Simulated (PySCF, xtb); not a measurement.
C2H4ClFOSi, SMILES C[Si@@](F)(Cl)C=O. The values are those of a single conformer.

Harmonic wavenumbers (cm⁻¹) from GFN2-xTB (xtb) at its own minimum, in rising order: 40, 71, 110, 118, 156, 193, 213, 377, 489, 654, 742, 768, 811, 842, 849, 1361, 1374, 1453, 1455, 1756, 2694, 3030, 3038, 3048.

**Question.** What does ωB97X-D3(BJ)/def2-SVP run with PySCF give at its own minimum? (The exact figures need the calculation; the answer reports its results.)

**Answer.** 20, 109, 134, 160, 207, 244, 258, 374, 545, 692, 773, 795, 827, 875, 937, 1295, 1395, 1428, 1429, 1828, 2911, 3079, 3187, 3193. Paired by order, the mean absolute difference is 56 cm⁻¹ and the zero-point energies are 36.7 and 38.2 kcal/mol.
